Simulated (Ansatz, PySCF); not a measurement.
System: C$_{2}$H$_{7}$BN (charge 0, doublet). It need not be the lowest isomer of its formula. 
Coordinates optimised at B3LYP-D3(BJ)/def2-TZVP (Ansatz, an electronic-structure program):
SMILES: CB(C)[NH]
```xyz
11

B     -0.0415     0.1222     0.0177
C      1.5149    -0.2101     0.0391
C     -1.0924    -1.0675    -0.0962
N     -0.4692     1.4330    -0.0211
H      1.7229    -0.9337     0.8327
H      1.7955    -0.6918    -0.9027
H      2.1550     0.6600     0.1803
H     -2.1314    -0.7426    -0.1352
H     -0.8825    -1.6637    -0.9891
H     -0.9677    -1.7368     0.7607
H     -0.7345     2.1318     0.6550
```
Charge 0, spin multiplicity 2.

Total electronic energies in hartree. Valence correlation only, unless marked. UHF or UKS for open shells. Spin-orbit coupling is left out. No relativistic terms. CBS marks a two-point X^-3 extrapolation of the correlation energy; Hartree-Fock from the larger set. [CCSD(T)-MP2]/basis is that difference in the basis named.

```
level                                                     program  energy (Eh)
-------------------------------------------------  --------------  -----------
r2SCAN/def2-TZVPD                                          Ansatz   -159.96978
B3LYP/def2-TZVPD                                           Ansatz   -160.08149
PBE0/6-31G*                                                Ansatz   -159.79868
TPSSh/def2-TZVPD                                            PySCF   -160.08403
CAM-B3LYP-D4/def2-TZVPD                            Ansatz + dftd4   -159.98188
CAM-B3LYP/def2-TZVPD                                       Ansatz   -159.97686
LC-wPBE-D3(BJ)/def2-TZVPD                          Ansatz + dftd3   -159.96612
LC-wPBE/def2-TZVPD                                         Ansatz   -159.96016
MP2/cc-pVDZ                                                Ansatz   -159.46259
MP2/cc-pwCVTZ                                              Ansatz   -159.64140
RI-MP2/aug-cc-pVTZ                                         Ansatz   -159.64253
CCSD/aug-cc-pVDZ                                           Ansatz   -159.55058
CCSD/cc-pwCVTZ                                             Ansatz   -159.68882
CCSD(T)/cc-pVTZ                                            Ansatz   -159.70633
RI-MP2/CBS(cc-pVTZ,cc-pVQZ)+[CCSD(T)-MP2]/cc-pVTZ          Ansatz    -159.7884
```

Totals of different functionals don't rank their quality; only differences between species are comparable.
